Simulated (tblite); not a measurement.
Compound: C6H7FN (doublet state).
Z-matrix (Å and degrees, GFN2-xTB geometry), rows numbered from 1:
```
N 
C   1  1.2210
C   2  1.4907  1  126.56
C   3  1.5200  2  119.06  1  -147.74
F   4  1.3617  3  117.34  2   141.29
C   4  1.4705  3   59.79  2  -109.10
C   6  1.4806  3  136.59  4   132.06
C   6  1.4811  3  137.66  4  -130.91
H   2  1.1008  1  121.25  3   179.21
H   3  1.0835  2  113.79  1    -3.41
H   4  1.0850  3  120.64  6   111.57
H   7  1.0797  6  118.15  8  -107.98
H   7  1.0801  6  117.91  8   108.45
H   8  1.0803  6  118.46  7  -108.09
H   8  1.0806  6  117.93  7   107.87
```

Level: GFN2-xTB in tblite, geometry and Hessian alike; calculated harmonic values, unscaled, isolated species. Errors from tens to a few hundred cm⁻¹ against measured bands are possible. One conformer, not necessarily the lowest. Open shells enter through the occupations alone, without spin polarisation, and single modes of such species can be off by tens of per cent.

Harmonic wavenumbers (cm⁻¹): 72.7, 151.8, 166.4, 223.6, 241.0, 313.6, 400.5, 436.4, 527.2, 662.6, 794.3, 805.1, 887.7, 904.2, 958.0, 979.1, 1011.8, 1030.8, 1053.3, 1074.8, 1075.5, 1095.0, 1131.6, 1141.1, 1154.6, 1166.3, 1241.1, 1288.3, 1424.9, 1442.8, 1604.6, 1804.6, 2772.5, 3021.4, 3057.3, 3079.9, 3085.4, 3087.3, 3103.4.

A = 2740, B = 1697, C = 1184 MHz; mass 112.056 u (most abundant isotopes); point group C1, symmetry number 1; spin multiplicity 2.

Zero-point energy?

Half the sum of the wavenumbers: 24736 cm⁻¹ = 295.91 kJ/mol.

Give the ideal-gas entropy at 273.15 K and 1 bar in the rigid-rotor, harmonic-oscillator model (classical rotation).

Translation 165.89, rotation 117.98, vibration 70.33, spin (R ln 2) 5.76: S = 360.0 J/(mol K).

And Cp and H(273.15 K) − H(0)?

Cp = 118.64 J/(mol K), of which vibrations give 85.38 (their classical limit is 39 R = 324.3); H(273.15 K) − H(0) = 20.08 kJ/mol without the zero-point energy, 10.99 from vibrations.

Blend soft modes into free rotors: weight 1/[1 + (100 cm⁻¹/ν̃)⁴] for the oscillator and the rest for a rotor with moment μB/(μ + B), μ = h/(8π²ν), B = 10⁻⁴⁴ kg m². What vibrational entropy results?

67.64 J/(mol K) in place of 70.33, which changes −T·S at 273.15 K by +0.74 kJ/mol.

How do the functions run with temperature in this model?

| T (K) | S (J/(mol K)) | Cp (J/(mol K)) | H − H(0) (kJ/mol) | G − H(0) (kJ/mol) | ln q(vib) |
| --- | --- | --- | --- | --- | --- |
| 50 | 237.9 | 43.8 | 1.83 | -10.06 | 0.16 |
| 100 | 274.1 | 62.6 | 4.50 | -22.91 | 0.74 |
| 298.15 | 370.7 | 127.6 | 23.16 | -87.38 | 4.06 |
| 373.15 | 402.3 | 154.2 | 33.73 | -116.37 | 5.43 |
| 500 | 453.0 | 192.6 | 55.83 | -170.66 | 7.80 |
| 750 | 541.6 | 243.7 | 110.93 | -295.30 | 12.48 |
| 1000 | 616.4 | 275.4 | 176.11 | -440.31 | 16.93 |

q(vib) and H(0) count from the zero-point level.

Hindered rotation and anharmonicity are outside this model. Other conformers, if any are populated, would add a mixing term that is left out. The structure is chiral; the term R ln 2 for an equal mix with its mirror image is left out.
